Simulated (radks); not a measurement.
Problem. All-electron atom: the gold ion Au23+ in [Kr] 4d9 4f11 (not the ground configuration). All-electron calculation, scalar-relativistic Kohn-Sham, XLYP, spin-polarised, spherical densities, finite nucleus; open shells are filled with parallel spins first (spin-orbit coupling, left out, can overturn this in heavy ions); Fermi nuclear charge, rms radius 5.4371 fm. Program: a radial shooting solver on a logarithmic mesh with Libxc functionals. Some entries of the table are withheld. Estimate them.

| orbital | occ. | eigenvalue (hartree) | <r^2> (bohr^2) |
|---|---|---|---|
| 1s up | 1 | -2992.056 | 0.0003933 |
| 1s down | 1 | -2992.055 | 0.0003933 |
| 2s up | 1 | -547.8275 | 0.005993 |
| 2s down | 1 | -547.7915 | 0.005992 |
| 2p up | 3 | -477.0611 | 0.005043 |
| 2p down | 3 | -477.0317 | 0.005042 |
| 3s up | 1 | -147.3576 | 0.03857 |
| 3s down | 1 | -147.2409 | 0.03853 |
| 3p up | 3 | -126.8106 | 0.03960 |
| 3p down | 3 | -126.6907 | 0.03955 |
| 3d up | 5 | -104.8760 | 0.03275 |
| 3d down | 5 | -104.7705 | 0.03270 |
| 4s up | 1 | -49.59314 | 0.1800 |
| 4s down | 1 | -49.35989 | 0.1802 |
| 4p up | 3 | -42.68802 | 0.2019 |
| 4p down | 3 | -42.46348 | 0.2023 |
| 4d up | 5 | -34.43542 | 0.2195 |
| 4d down | 4 | -34.21473 | 0.2202 |
| 4f up | 7 | -25.30124 | 0.2233 |
| 4f down | 4 | -25.07819 | 0.2248 |
| 5s up | 0 | -23.17687 | (1) |
| 5s down | 0 | -23.06983 | (2) |
| 5p up | 0 | -20.68086 | 0.7856 |
| 5p down | 0 | -20.58831 | 0.7909 |
| 5d up | 0 | -17.55221 | 0.9298 |
| 5d down | 0 | -17.47399 | 0.9371 |
| 5f up | 0 | -14.22372 | 1.126 |
| 5f down | 0 | -14.15855 | 1.137 |

Solution. 
(1) 5s up <r^2> (bohr^2): 0.6822
(2) 5s down <r^2> (bohr^2): 0.6864
